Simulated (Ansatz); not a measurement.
F6InP, SMILES `F[P+](F)(F)[In-]([F])([F])[F]`, one more setting.

```yaml
crystal:
  periodic: [false, false, false]
  atoms:
    - {symbol: F, position_ang: [0.665662, -1.533606, 1.633459]}
    - {symbol: P, position_ang: [0.797391, -0.842571, 0.260699]}
    - {symbol: F, position_ang: [0.863415, -2.069368, -0.672131]}
    - {symbol: F, position_ang: [2.282349, -0.426043, 0.291148]}
    - {symbol: In, position_ang: [-1.073131, 1.134634, -0.353204]}
    - {symbol: F, position_ang: [-0.602065, 2.259745, 1.149218]}
    - {symbol: F, position_ang: [-0.334705, 1.524263, -2.098784]}
    - {symbol: F, position_ang: [-2.598927, -0.047054, -0.210405]}
basis:
  gaussian: {orbitals: ANO-RCC-VTZP}
hamiltonian: {xc: {name: PBE}}
output: {forces: true}
```

```sh
$ ansatz run in.yaml --threads 4 --pin off --events-out ev --progress --plain --max-ram 11315MiB
```

It prints (some lines left out):

```
Functional definition: PBE
2241 factors; their error is unknown
mean field evaluation 1: about -185626.5796 eV, gradient 9.0e1 eV
mean field evaluation 2: about -185504.9303 eV, gradient 2.8e2 eV
mean field evaluation 4: about -185637.6747 eV, gradient 2.1e1 eV
mean field evaluation 8: about -185638.2561 eV, gradient 3.9e-1 eV
mean field evaluation 16: about -185638.2021 eV, gradient 3.4e-3 eV
mean field -185638.20211365 eV, -6822.0780975840 hartree, gradient 6.5e-5 eV, S^2 0.000000; 0 other end points of the search recorded, 0 dependent functions left out
reference -185638.20219600 eV, -6822.0781006102 hartree; 59, 59 occupied and 223, 223 virtual orbitals, 2241 factors
Total energy: -185638.20219600 eV, -6822.0781006102 hartree
Relativity: scalar
Atom 0 at     0.665662    -1.533606     1.633459 Å, force    -0.127353    -0.507864     1.054067 eV/Å
Atom 1 at     0.797391    -0.842571     0.260699 Å, force    -0.899498     0.951959    -0.298794 eV/Å
Atom 2 at     0.863415    -2.069368    -0.672131 Å, force     0.025546    -0.922683    -0.730588 eV/Å
Atom 3 at     2.282349    -0.426043     0.291148 Å, force     1.123826     0.349281     0.015349 eV/Å
Atom 4 at    -1.073131     1.134634    -0.353204 Å, force    -0.019675     0.019890    -0.007316 eV/Å
Atom 5 at    -0.602065     2.259745     1.149218 Å, force     0.140456     0.343897     0.454385 eV/Å
Atom 6 at    -0.334705     1.524263    -2.098784 Å, force     0.221971     0.121145    -0.529967 eV/Å
Atom 7 at    -2.598927    -0.047054    -0.210405 Å, force    -0.465273    -0.355625     0.042863 eV/Å
Dipole moment:     0.444325    -0.469093     0.144322 e Å
```

Run time 4.2 s (4 threads of an AMD EPYC 9R45 on a shared host); peak host memory 0.83 GiB.
